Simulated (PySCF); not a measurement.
Structure with atom numbers: `[F:1][C@@:2]12[CH2:3][CH2:4][C@@H:5]([CH2:6][CH2:7]1)[CH2:8][CH2:9]2`; H(Xn) means a hydrogen on atom n.

Fast rotation and ring inversion assumed for equivalent nuclei, no relativistic terms, isolated molecule, one computed conformer. Structure optimised with PBE0-D3(BJ)/def2-SVP; shielding tensors at CAM-B3LYP/pcSseg-1 (GIAO); PySCF 2.14.0 with density-fitted response routines.

Shifts are taken against calculated references (same method and geometry level): TMS for 13C (σref 182.45) and 1H (σref 31.33); 19F (σref 189.10) against CFCl3.

| atoms | nucleus | count | δ (ppm) |
| --- | --- | --- | --- |
| H(C3)/H(C7)/H(C9) | 1H | 6 | 1.59 |
| C4/C6/C8 | 13C | 3 | ? |
| C5 | 13C | 1 | 26.4 |
| H(C4)/H(C6)/H(C8) | 1H | 6 | 1.54 |
| F1 | 19F | 1 | -174.9 |
| C2 | 13C | 1 | 90.8 |
| H(C5) | 1H | 1 | ? |
| C3/C7/C9 | 13C | 3 | 34.5 |

**Question.** Estimate the values marked ?.

**Answer.** 
- C4/C6/C8: 29.5 ppm, sp3 CH2 in a ring; saturated and bonded to C and H only
- H(C5): 1.13 ppm, hydrogen on an sp3 CH in a ring; far from electronegative atoms and π systems

Shifts are as computed, not scaled to solution data. Of 1211 compounds with measured shifts, 218 miss one by over three times the rms of a fit or turn the order of signals round; such compounds aren't used in these exercises. Unscaled 19F shifts against computed CFCl3 carry errors that often reach 10 to 50 ppm.
